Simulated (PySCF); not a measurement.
Point-charge models of `C[Si@@H]1[SiH2][SiH2][Si@@H]1C1CC1` against its computed dipole.

Coordinates (PBE0-D3(BJ)/def2-SVP, Å) and charges (e) from the PBE0/pcSseg-1 density (PySCF):

```csv
atom,x,y,z,Mulliken,IAO,Hirshfeld,ESP-fitted
C1,2.453,1.498,0.896,-0.5956,-0.6824,-0.2063,-0.5659
Si2,1.757,-0.255,0.946,+0.2230,+0.3398,+0.1802,+0.3697
Si3,1.558,-1.442,-1.095,+0.0198,+0.1329,+0.1262,-0.0237
Si4,-0.466,-2.343,-0.276,+0.0303,+0.1200,+0.1292,+0.1376
Si5,-0.586,-0.498,1.200,+0.1837,+0.3387,+0.1731,-0.0344
C6,-1.442,0.950,0.367,-0.5182,-0.4006,-0.1337,-0.0221
C7,-1.488,1.077,-1.138,-0.2243,-0.2734,-0.0851,-0.1930
C8,-2.742,0.785,-0.382,-0.1985,-0.2716,-0.0857,-0.4115
H9,2.375,1.978,1.883,+0.1488,+0.1557,+0.0439,+0.1523
H10,1.889,2.103,0.169,+0.1507,+0.1558,+0.0430,+0.1183
H11,3.511,1.493,0.596,+0.1507,+0.1570,+0.0445,+0.1601
H12,2.504,-1.108,1.928,-0.0163,-0.0926,-0.0809,-0.1177
H13,2.642,-2.388,-1.507,-0.0211,-0.0773,-0.0741,-0.0363
H14,1.293,-0.498,-2.230,-0.0261,-0.0858,-0.0741,-0.0370
H15,-1.589,-2.609,-1.230,-0.0202,-0.0789,-0.0709,-0.0452
H16,-0.175,-3.594,0.496,-0.0065,-0.0734,-0.0718,-0.0613
H17,-1.147,-0.736,2.569,-0.0158,-0.0903,-0.0788,-0.0434
H18,-1.334,1.900,0.905,+0.1546,+0.1496,+0.0432,+0.1082
H19,-1.054,0.278,-1.748,+0.1676,+0.1378,+0.0376,+0.0954
H20,-1.358,2.074,-1.568,+0.1351,+0.1481,+0.0490,+0.1182
H21,-3.488,1.579,-0.287,+0.1361,+0.1480,+0.0492,+0.1621
H22,-3.168,-0.220,-0.462,+0.1423,+0.1428,+0.0427,+0.1697
```

Compute μ = Σ q r for each scheme (1 e·Å = 4.803 D) and compare with the dipole of the full density.

The full density gives (-0.18, 1.59, 0.02) D, 1.60 D in size; dipole vectors point from the negative to the positive end.

| scheme | μx | μy | μz | size (D) | share of the full size (%) | angle to the full dipole (°) |
| --- | --- | --- | --- | --- | --- | --- |
| Mulliken | 0.30 | -1.06 | -0.12 | 1.11 | 69 | 169 |
| IAO | 0.00 | -0.34 | 0.63 | 0.71 | 45 | 118 |
| Hirshfeld | -0.04 | 0.47 | 0.24 | 0.53 | 33 | 26 |
| ESP-fitted | -0.19 | 1.56 | 0.03 | 1.57 | 98 | 0 |

Which set comes closest?

Length of the difference vector: ESP-fitted 0.03 D, Hirshfeld 1.15 D, IAO 2.04 D, Mulliken 2.70 D. Closest: ESP-fitted. ESP charges are fitted to the potential around the molecule, whose slowest-falling term is the dipole's. 

What is left for the Hirshfeld atoms' own dipoles?

The Hirshfeld atoms' densities add up to the full density, so μ = Σ q r + Σ (atomic dipoles). The atomic dipoles sum to (-0.18, 1.59, 0.02) − (-0.04, 0.47, 0.24) = (-0.14, 1.12, -0.22) D, 1.15 D in size.

With the origin at the mean of the coordinates, (-0.003, 0.001, 0.001) Å, which are the largest single terms, by size, of the Mulliken dipole along the direction of the full one?

C1 -3.49, C6 -2.77, H18 +1.52, H20 +1.42, H10 +1.36 D; all 22 atoms together -1.09 D. The single terms depend on the origin, their sum doesn't.

Give the size of the full dipole in other units.

1.60 D = 0.631 au = 0.334 e·Å = 5.35 × 10⁻³⁰ C·m.

One conformer (not necessarily the lowest) at the PBE0-D3(BJ)/def2-SVP geometry, without solvent, vibrations or thermal averaging.

Shape of the structure used: `[CH3:1][Si@@H:2]1[SiH2:3][SiH2:4][Si@@H:5]1[CH:6]1[CH2:7][CH2:8]1`: Si4–Si5–C6–C7 -23°.
